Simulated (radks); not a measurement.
Values are calculated unless marked as measured or tabulated.
Numerical settings for neutral cerium, [Xe] 4f1 5d1 6s2. Code: a radial shooting solver on a logarithmic mesh with Libxc functionals. Model: Dirac Kohn-Sham, PBE, spin-unpolarised, spherical densities, finite nucleus; open shells are shared between the two j in proportion to 2j + 1; Fermi nuclear charge, rms radius 4.8771 fm. The defaults (mesh step 0.008 in ln r, mesh end at 40 bohr or more with all orbitals vanishing there, Anderson mixing 0.5 over 9 steps, residual threshold near 1e-9 with the energy settled to 1e-9 hartree or 1e-11 of itself, here a cap of 69 iterations) give E = -8864.7626 hartree and 5d5/2 at -2.978 eV in 14 iterations. Run on one thread of a shared host, so times are rough (Arm Neoverse V2): 0.15 s of CPU time, 0.15 s wall, 14 iterations on 2440 mesh points. Changes against that run (0 stands for a change within the tolerance of the run):

| setting | iterations | converged | E (mhartree) | e(5d5/2) (meV) | CPU (s) |
|---|---|---|---|---|---|
| mesh step in ln r 0.08 | 4 | no | diverged | - | 0.01 |
| mesh step in ln r 0.12 | 4 | no | diverged | - | 0.01 |
| mesh step in ln r 0.05 | 14 | yes | +0.0771 | +0.0139 | 0.03 |
| mesh end (bohr) 1 | 13 | level above zero | +4.33e+05 | +9.76e+05 | 0.11 |
| mesh end (bohr) 400 | 14 | yes | 0 | 0 | 0.15 |
| residual threshold 1e-16 | 69 | no | 0 | 0 | 0.36 |
| residual threshold 1e-13 | 30 | yes | 0 | 0 | 0.23 |
| mixing 1 | 17 | yes | 0 | 0 | 0.2 |
| linear mixing, mixing 0.5 | 30 | yes | 0 | 0 | 0.25 |
| linear mixing, mixing 0.2 | 69 | no | 0 | 0 | 0.51 |
| mixing history 3 | 17 | yes | 0 | 0 | 0.17 |
| iteration cap 8 | 8 | no | 0 | -2.21 | 0.1 |

Settled on a wrong energy, with an occupied level pushed above zero by the early mesh end: mesh end (bohr) 1 (+433 hartree). Apart from these: no run marked as converged misses the energy by more than 1 mhartree. A mesh that ends early acts as a hard wall.
